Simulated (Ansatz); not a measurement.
One change: `B[Si](O)(F)[SiH3]` becomes `O[Si](O)(F)[SiH3]`.

Ansatz, PBE0-D4/def2-TZVP geometries, multiplicity 1. Each molecule was computed in one conformer, which needn't be the lowest.

```
                                          property  `B[Si](O)(F)[SiH3]`
    size of the dipole moment (PBE/def2-TZVPP) / D                 1.01
                 LUMO energy (PBE/def2-TZVPP) / eV                -3.79
size of the dipole moment (ωB97M-V/def2-TZVPP) / D                 0.93
                 HOMO energy (PBE/def2-TZVPP) / eV                -6.43
                LUMO energy (PBE0/def2-TZVPP) / eV                -2.81
             HOMO–LUMO gap (B3LYP/def2-TZVPP) / eV                 4.40
```

**Question.** Give the same properties after the change, and the shifts. (Estimate.)

**Answer.** Ansatz gave: 
```
                                          property  `O[Si](O)(F)[SiH3]`  shift
    size of the dipole moment (PBE/def2-TZVPP) / D                 1.40   0.39
                 LUMO energy (PBE/def2-TZVPP) / eV                -0.71   3.08
size of the dipole moment (ωB97M-V/def2-TZVPP) / D                 1.40   0.47
                 HOMO energy (PBE/def2-TZVPP) / eV                -7.16  -0.73
                LUMO energy (PBE0/def2-TZVPP) / eV                 0.14   2.95
             HOMO–LUMO gap (B3LYP/def2-TZVPP) / eV                 8.18   3.78
```

With PBE0 the HOMO falls by 0.86 eV and the LUMO rises by 2.95 eV, so the gap widens by about 3.81 eV. PBE moves the HOMO by -0.73 eV and ωB97M-V by -0.94 eV. Dipoles are sizes alone; their direction can turn.

B3LYP here is the variant with VWN-RPA as its local correlation; programs differ in this.
